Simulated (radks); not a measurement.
Task: Valence configurations of neutral mercury. All-electron calculation, Dirac Kohn-Sham, PBEsol, spin-unpolarised, spherical densities, finite nucleus; open shells fill j = l - 1/2 first; Fermi nuclear charge, rms radius 5.4648 fm. Program: a radial shooting solver on a logarithmic mesh with Libxc functionals. Order these by energy: [Xe] 4f14 5d9 6s2 6p1; [Xe] 4f14 5d10 6s1 6p1; [Hg]; [Xe] 4f13.5 5d10 6p2.5; [Xe] 4f14 5d8 6s2 6p2; [Xe] 4f13 5d10 6s2 6p1; [Xe] 4f12 5d10 6s2 6p2; [Xe] 4f13 5d10 6p3; [Xe] 4f14 5d9.5 6s2 6p0.5; [Xe] 4f13.5 5d9.5 6s2 6p1.

Result: From the lowest, in eV above it: [Hg] 0.000; [Xe] 4f14 5d9.5 6s2 6p0.5 4.139; [Xe] 4f14 5d10 6s1 6p1 5.495; [Xe] 4f14 5d9 6s2 6p1 8.898; [Xe] 4f14 5d8 6s2 6p2 20.264; [Xe] 4f13.5 5d9.5 6s2 6p1 53.160; [Xe] 4f13.5 5d10 6p2.5 60.664; [Xe] 4f13 5d10 6s2 6p1 100.13; [Xe] 4f13 5d10 6p3 114.16; [Xe] 4f12 5d10 6s2 6p2 216.47. NIST lists [Hg] as the ground configuration; this level of theory agrees among the configurations tried. The energies are those of spherical spin-averaged densities, not of single terms.
